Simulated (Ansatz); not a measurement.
`BSC#C` + `CO[SiH](O)[SiH3]` → `BO[SiH](O)[SiH3]` + `C#CSC`  (formal exchange of groups at a B–S bond)

Computed with Ansatz on PBE0-D4/def2-TZVP structures; ΔE is electronic, products minus reactants. CCSD(T)/CBS adds triple-zeta CCSD(T) − MP2 to the extrapolated MP2 energy (def2 sets, frozen cores). Functionals use def2-TZVPP. Each species was taken in one conformer, which may not be the lowest.

```csv
level,ΔE (kJ/mol)
PBE-D4,-103.5
r2SCAN-D4,-114.2
ωB97X-V,-130.8
SCS-MP2/def2-TZVPP,-133.1
CCSD/def2-TZVPP,-141.9
MP2/def2-QZVPP,-120.3
SCS-MP2/def2-QZVPP,-135.4
CCSD/CBS(def2),-144.7
```

Problem. What does CCSD(T)/CBS give? (Estimate.)

Solution. Computed: -132.8 kJ/mol. The listed levels differ from it by 29.3, 18.6, 2.0, -0.3, -9.1, 12.5, -2.6, -11.9 kJ/mol.

Largest T1 diagnostic among the species: 0.014.

From PBE to PBE0 (25 % exact exchange), in def2-TZVPP and without D4, ΔE moves by −9.2 kJ/mol. In def2-TZVPP, CCSD(T) changes the Hartree–Fock value by +63.3 kJ/mol (the triples alone add +12.0 kJ/mol) and MP2 by +74.7 kJ/mol.
